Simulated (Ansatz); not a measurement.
`C=CC(=N)F` and `N=[C](F)[GeH3]` differ in one atom or group.

Ansatz, PBE0-D4/def2-TZVP geometries, multiplicity 1. Each molecule was computed in one conformer, which needn't be the lowest.

Scalar relativity is left out up to krypton.

| property | `C=CC(=N)F` |
| --- | --- |
| HOMO energy (ωB97M-V/def2-TZVPP) / eV | -10.27 |
| LUMO energy (PBE/def2-TZVPP) / eV | -2.45 |
| HOMO–LUMO gap (PBE/def2-TZVPP) / eV | 4.54 |
| HOMO–LUMO gap (B3LYP/def2-TZVPP) / eV | 6.17 |
| LUMO energy (ωB97M-V/def2-TZVPP) / eV | 0.69 |
| HOMO energy (PBE0/def2-TZVPP) / eV | -8.10 |

**Question.** Give the same properties after the change, and the shifts. (An estimate is asked.)

**Answer.** Ansatz gave: 
| property | `N=[C](F)[GeH3]` | shift |
| --- | --- | --- |
| HOMO energy (ωB97M-V/def2-TZVPP) / eV | -10.49 | -0.22 |
| LUMO energy (PBE/def2-TZVPP) / eV | -1.65 | 0.80 |
| HOMO–LUMO gap (PBE/def2-TZVPP) / eV | 5.08 | 0.54 |
| HOMO–LUMO gap (B3LYP/def2-TZVPP) / eV | 7.10 | 0.93 |
| LUMO energy (ωB97M-V/def2-TZVPP) / eV | 1.60 | 0.91 |
| HOMO energy (PBE0/def2-TZVPP) / eV | -8.18 | -0.08 |

With PBE0 the HOMO falls by 0.08 eV and the LUMO rises by 0.87 eV, so the gap widens by about 0.95 eV. PBE moves the HOMO by 0.25 eV and ωB97M-V by -0.22 eV. The zero-point energy changes by -53.3 kJ/mol with -3 modes.

B3LYP here is the variant with VWN-RPA as its local correlation; programs differ in this.
